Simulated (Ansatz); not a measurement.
The same atomization along the group B, Al, Ga.

Isolated molecules relaxed with PBE0-D4/def2-TZVP in Ansatz; ΔE leaves out vibrations. CCSD(T)/CBS is the MP2 limit (def2-TZVPP, def2-QZVPP) plus CCSD(T) − MP2 in def2-TZVPP, frozen cores. Small cases extrapolate CCSD(T) itself. Functionals use def2-TZVPP. Open shells (•) are unrestricted, without spin–orbit coupling. Spin–orbit coupling would lower the free atoms: a little for Al, B, F; clearly for Ga. For Ga outer-core shells are correlated without core-valence functions, so the limit isn't a true one: a few kJ/mol of doubt a bond, and 10 to 20 or more in all where bonds break to atoms. Scalar relativity is left out up to krypton.

```json
{"reaction": "`F[B]F`• → B• + 2 F•", "ωB97X-V (kcal/mol)": "294.9", "PBE-D4 (kcal/mol)": "310.8"}
{"reaction": "`[F][Al][F]`• → Al• + 2 F•", "ωB97X-V (kcal/mol)": "266.4", "PBE-D4 (kcal/mol)": "273.3"}
{"reaction": "`[F][Ga][F]`• → Ga• + 2 F•", "ωB97X-V (kcal/mol)": "213.8", "PBE-D4 (kcal/mol)": "221.2"}
```

Question: Give the CCSD(T)/CBS values in the same order. (Best estimate.)

Answer: Computed: 295.2, 272.2, 212.4 kcal/mol.

Largest T1 diagnostic: 0.018, for Al•.

Extrapolated directly: `F[B]F`• → B• + 2 F•; `[F][Al][F]`• → Al• + 2 F•.

For atomizations the MP2-based limit and the directly extrapolated one differ by several kJ/mol either way, and by 10 to 25 for some Ge, Se and Sn compounds, so smaller differences from it don't rank the levels.
